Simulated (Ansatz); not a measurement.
`F[Si]1(F)CO1` + `C=C([SeH])B[SiH3]` → `F[Si]1([SeH])CO1` + `C=C(F)B[SiH3]`  (redistribution)

Computed with Ansatz on PBE0-D4/def2-TZVP structures; ΔE is electronic, products minus reactants. CBS: MP2 limit from def2 TZ/QZ plus the TZ coupled-cluster correction, frozen cores. DFT in def2-TZVPP. For Se outer-core shells are correlated without core-valence functions, which leaves a few kJ/mol of doubt a bond. Scalar relativity is left out up to krypton. One conformer a species, not always the lowest.

CCSD(T)/CBS gives +109.0 kJ/mol.

Question: Another level gave +91.9 kJ/mol. Which?
A. CCSD/def2-TZVPP
B. MP2/def2-TZVPP
C. PBE/def2-TZVPP
D. ωB97X-V/def2-TZVPP

Answer: D. ωB97X-V 91.9, PBE 82.0, MP2/def2-TZVPP 120.4, CCSD/def2-TZVPP 109.0 kJ/mol.

Largest T1 diagnostic among the species: 0.013.

From PBE to PBE0 (25 % exact exchange), in def2-TZVPP and without D4, ΔE moves by +5.4 kJ/mol. In def2-TZVPP, CCSD(T) changes the Hartree–Fock value by +11.5 kJ/mol (the triples alone add +0.8 kJ/mol) and MP2 by +22.1 kJ/mol.
